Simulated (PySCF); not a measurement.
**Unknown compound**

The spectra below were simulated for a compound C3H12P2Si.

1H NMR (500 MHz, computed): δ 4.89 (m, 1H), 1.08 (m, 6H), 1.01 (m, 4H), 0.99 (m, 1H).

13C{1H} NMR (computed): δ 20.3 (CH), 19.9 (CH3, 2C).

Theory: shielding tensors at PBE0/pcSseg-1 (GIAO), geometry from GFN2-xTB, in PySCF (equivalent nuclei averaged, relativity neglected, isolated molecule, a single conformation).

Shifts are taken against calculated references (same method and geometry level): TMS for 1H (σ = 31.72 ppm) and 13C (σ = 186.93 ppm).

Question: What is the structure?

Answer: 
1. 2 carbon signals for 3 carbons: some carbons are equivalent by symmetry or fast rotation.
2. Carbon types of the structure: 1 × CH, 2 × CH3, leaving 5 H on heteroatoms.
3. δC 20.3: sp3 CH bonded to Si.
4. δC 19.9: methyl carbon; aliphatic region, no heteroatom directly attached.
5. δH 4.89: hydrogen on a silicon bonded to C, 2 P.
6. δH 1.08: hydrogen on a methyl carbon.
7. δH 1.01: hydrogen on a phosphorus bonded to Si.
8. δH 0.99: hydrogen on an sp3 CH bonded to Si.

Structure: `C(C)(C)[SiH](P)P`.

The data come from this structure; uniqueness wasn't tested.

Splittings by 31P in the carbon and heteronuclear signals aren't shown, as no couplings were computed. Shifts are as computed. Against solution values, carbons near 30 ppm lie about +3 ppm off and those near 130 ppm about +5 ppm. Of 1211 compounds with measured shifts, 218 miss one by over three times the rms of a fit or turn the order of signals round; such compounds aren't used in these exercises. Multiplicities follow the n + 1 count of equivalent neighbours, as no J values were calculated; m marks all less simple cases, F and P coupling included.
